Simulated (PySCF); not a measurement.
**Dipole polarisabilities along the 5d series, charge +1**

Calculated with PySCF 2.14 for the ground configurations, without spin-orbit coupling: coupled response for Hartree-Fock and DFT. Mean α in bohr³, C₆ of like pairs in atomic units.

```
                                                                                                  species  α UHF  α PBE  α PBE0  C₆ UHF  C₆ PBE  C₆ PBE0
 Ta⁺ [Xe] 4f14 5d3 6s1 (x2c-TZVPPall with one added diffuse shell each of s, p, d, f type, spin-free X2C)  52.97  41.35   43.19   480.7   359.2    377.3
  W⁺ [Xe] 4f14 5d4 6s1 (x2c-TZVPPall with one added diffuse shell each of s, p, d, f type, spin-free X2C)  44.29  35.23   36.63   391.4   304.0    316.4
 Re⁺ [Xe] 4f14 5d5 6s1 (x2c-TZVPPall with one added diffuse shell each of s, p, d, f type, spin-free X2C)  37.74  30.31   31.47   323.4   257.4    266.6
 Os⁺ [Xe] 4f14 5d6 6s1 (x2c-TZVPPall with one added diffuse shell each of s, p, d, f type, spin-free X2C)  33.70    n/a   28.25   278.4     n/a    234.8
 Ir⁺ [Xe] 4f14 5d7 6s1 (x2c-TZVPPall with one added diffuse shell each of s, p, d, f type, spin-free X2C)  30.48  24.71   25.53   243.2   202.7    207.6
     Pt⁺ [Xe] 4f14 5d9 (x2c-TZVPPall with one added diffuse shell each of s, p, d, f type, spin-free X2C)  14.60  17.11   16.08   107.6   129.8    120.8
    Au⁺ [Xe] 4f14 5d10 (x2c-TZVPPall with one added diffuse shell each of s, p, d, f type, spin-free X2C)  12.34  14.40   13.67   90.46   108.1    101.9
Hg⁺ [Xe] 4f14 5d10 6s1 (x2c-TZVPPall with one added diffuse shell each of s, p, d, f type, spin-free X2C)  24.23  19.23   19.92   173.9   146.3    149.3
```

The values depend on the diffuse functions of the basis.
